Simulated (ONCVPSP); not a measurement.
Tb: excitation energies, all-electron against ONCV

- Element: terbium (Tb)
- Generator: ONCVPSP 4.0.1
- Type: optimised norm-conserving Vanderbilt (ONCV)
- Functional: LDA (Perdew-Wang 92)
- Relativity: scalar-relativistic
- Frozen core: [Kr] 4d10 4f8
- Valence charge: 11
- Reference configuration: 5s2 5p6 5d1 6s1 (charge +1)
- Partial waves: 5s+6s: rc 2.55 bohr, ncon 4, nbas 7, qcut 4.7 1/bohr, 2 projectors; 5p: rc 1.75 bohr, ncon 4, nbas 8, qcut 5.1 1/bohr, 2 projectors, debl 4 Ha; 5d: rc 2.95 bohr, ncon 4, nbas 8, qcut 4.3 1/bohr, 2 projectors, debl 0.9 Ha; f scattering state at 0.33 Ha: rc 2.90 bohr, ncon 3, nbas 7, qcut 3.9 1/bohr, 2 projectors, debl 3.4 Ha
- Local potential: polynomial inside 1.60 bohr (lpopt 5, dvloc0 1 Ha)
- Core correction: Teter function, fcfact 5.5, rcfact 1.15

Energies are relative to the spin-unpolarised reference configuration 5s2 5p6 5d1 6s1; without spin polarisation the order of configurations can differ from experiment.

```csv
valence configuration,charge,ΔE all-electron (eV),error AE − PS (meV)
5s2 5p6 5d0 6s0,+3,32.635,-12
5s2 5p6 5d1 6s1.5,+0.5,-4.142,+1.4
```

Task: What are ΔE and the potential's error for 5s2 5p6 5d1 6s0?

Result: ΔE = 12.538 eV all-electron; the error (AE − PS) is +0.6 meV.

Task: What are ΔE and the potential's error for 5s2 5p6 5d1 6s2?

Result: ΔE = -6.948 eV all-electron; the error (AE − PS) is +3.0 meV.
